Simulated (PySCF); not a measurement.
C9H10O.
Numbering: `[CH3:1][O:2][c:3]1[cH:4][cH:5][cH:6][c:7]2[c:8]1[CH2:9][CH2:10]2`

Cartesian coordinates in Å at the PBE0-D3(BJ)/def2-SVP level; atoms count from 1:
```
atom  x, y, z in Å
C1     2.700   -0.221    0.518
O2     1.343   -0.552    0.611
C3     0.451    0.201   -0.061
C4     0.763    1.317   -0.857
C5    -0.238    2.042   -1.521
C6    -1.593    1.708   -1.435
C7    -1.880    0.602   -0.644
C8    -0.901   -0.126    0.019
C9    -1.886   -1.096    0.622
C10   -2.997   -0.278   -0.124
H11    2.904    0.794    0.905
H12    3.246   -0.949    1.131
H13    3.069   -0.282   -0.521
H14    1.799    1.638   -0.972
H15    0.067    2.901   -2.125
H16   -2.354    2.288   -1.961
H17   -1.956   -1.079    1.721
H18   -1.781   -2.143    0.296
H19   -3.725    0.221    0.535
H20   -3.550   -0.843   -0.892
```

NICS is the negative of the GIAO shielding at a point without a nucleus: at the ring centre (0) and 1 Å above and below it (1); zz is the component along the ring normal. Level: GIAO B97-2/pcSseg-1 (PySCF, non-relativistic, gas phase) on the PBE0-D3(BJ)/def2-SVP geometry, one conformer.

Ring bond lengths (Å): C3–C4 1.406, C4–C5 1.403, C5–C6 1.398, C6–C7 1.390, C7–C8 1.388, C8–C3 1.393; C7–C8 1.388, C8–C9 1.509, C9–C10 1.569, C10–C7 1.515.

Problem. What do the NICS probes read (ppm)?

Solution. 
```
             ring                                                      type  NICS(0)  NICS(1), two faces  NICS(1)zz, two faces  rms pucker (Å)  centre to ring atoms, mean (Å)
C3–C4–C5–C6–C7–C8          6-membered carbocycle; formal bonds all aromatic    -10.2       -11.0 / -11.0         -26.4 / -26.4            0.00                            1.40
     C7–C8–C9–C10  4-membered carbocycle; formal bonds 1 aromatic, 3 single      2.3         -1.2 / -1.2             3.0 / 3.0            0.00                            1.06
```

Problem. What can be read from them?

Solution. 
- C3–C4–C5–C6–C7–C8: mean NICS(1)zz -26.4 ppm, shielded. The ring is flat and has no four-coordinate atom; by the NICS criterion it is aromatic, though in fused rings the probe also feels the neighbouring ring.
- C7–C8–C9–C10: mean NICS(1)zz 3.0 ppm, deshielded. C9, C10 have four or more neighbours; no verdict on aromaticity is drawn.

Problem. What does the geometric index give? HOMA = 1 − mean of α(R − Ropt)² over the ring bonds, with Krygowski's 1993 parameters (CC: Ropt 1.388 Å, α 257.7 Å⁻²).

Solution. 
- C3–C4–C5–C6–C7–C8: HOMA 0.97 = 1 − EN − GEO, with mean bond length 1.396 Å, EN = α(Ropt − mean)² = 0.018 and GEO = α × variance = 0.011. The geometric and the magnetic index point the same way.

Problem. At the second NICS(1) probe listed for ring C7–C8–C9–C10, 1 Å off the ring, what do the in-plane components average?

Solution. The isotropic value is a third of the trace: (3 × -1.2 − (3.0))/2 = -3.3 ppm.

Problem. What are the shieldings of the ring atoms and their hydrogens in the same run (means over atoms taken as equivalent)?

Solution. 
```
   atoms                     environment  σ isotropic (ppm)  principal values of the symmetric part, first atom (ppm)
      C3  aromatic carbon bearing oxygen               28.5                                         -38.1, 8.8, 114.8
      C4              aromatic CH carbon               75.7                                        -11.0, 59.7, 178.5
      C5              aromatic CH carbon               52.2                                        -55.4, 41.6, 170.4
      C6              aromatic CH carbon               66.8                                        -24.9, 51.8, 173.4
      C7     substituted aromatic carbon               34.8                                        -71.6, 23.2, 152.6
      C8     substituted aromatic carbon               51.8                                        -35.1, 40.3, 150.1
      C9            benzylic-type carbon              154.4                                       146.9, 150.5, 165.8
     C10            benzylic-type carbon              152.6                                       145.7, 148.0, 164.0
     H14               aromatic hydrogen              24.96                                          20.5, 24.9, 29.4
     H15               aromatic hydrogen              24.17                                          20.6, 25.0, 26.9
     H16               aromatic hydrogen              24.65                                          21.5, 25.5, 27.0
H17 (×2)              methylene hydrogen              28.26                                          24.2, 27.0, 33.5
H19 (×2)              methylene hydrogen              28.29                                          24.5, 26.5, 33.9
```

Problem. How do the values depend on the level or the medium?

Solution. 
```
              level  NICS(0), C3–C4–C5–C6–C7–C8  mean NICS(1)zz, C3–C4–C5–C6–C7–C8  NICS(0), C7–C8–C9–C10  mean NICS(1)zz, C7–C8–C9–C10
B97-2/pcSseg-1, gas                       -10.2                              -26.4                    2.3                           3.0
 PBE0/pcSseg-1, gas                       -10.1                              -26.6                    2.4                           3.0
```

The geometry is the same throughout.

The run took 43 s wall on one thread of an Intel Xeon Platinum 8559C, on a shared host, and the process peaked at 1.1 GiB of memory. This is the whole shielding run at B97-2/pcSseg-1, SCF included.
